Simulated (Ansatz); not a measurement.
Reactions of `N[SiH2][O][GeH2][NH2]`.

Calculated with Ansatz (gas phase, PBE0-D4/def2-TZVP geometries, no zero-point term in ΔE). CCSD(T)/CBS adds triple-zeta CCSD(T) − MP2 to the extrapolated MP2 energy (def2 sets, frozen cores). This one scheme is used for every species. For Ge outer-core shells are correlated without core-valence functions, which leaves a few kJ/mol of doubt a bond. Scalar relativity is left out up to krypton. Each species was taken in one conformer, which may not be the lowest.

(1) Order these by ΔE at CCSD(T)/CBS, lowest first. (Estimate.)
A. `N[SiH2][O][GeH2][NH2]` + `N[Si](O)(O)O` → `N[SiH2]O[Si](N)(O)O` + `[NH2][GeH2][OH]`
B. `N[SiH2][O][GeH2][NH2]` → `[NH2][GeH2][SiH](N)O`
C. `N[SiH2][O][GeH2][NH2]` → `[NH2][GeH2][OH]` + `N[SiH]`
D. `N[SiH2][O][GeH2][NH2]` + `FC[SiH](F)S` → `[NH2][GeH2][O][SiH](N)F` + `C[SiH](F)S`
E. `N[SiH2][O][GeH2][NH2]` + `N[SiH](O)[Si](N)(O)O` → `[NH2][GeH2][Si](N)(O)O` + `N[SiH2]O[SiH](N)O`
F. `N[SiH2][O][GeH2][NH2]` + H–F → `N[SiH2]F` + `[NH2][GeH2][OH]`

Largest T1 diagnostic: 0.015, for `N[SiH]`.

Results:

(1) D (-293.1 kJ/mol), E (-96.0 kJ/mol), F (-20.7 kJ/mol), A (+4.2 kJ/mol), B (+53.1 kJ/mol), C (+289.3 kJ/mol).
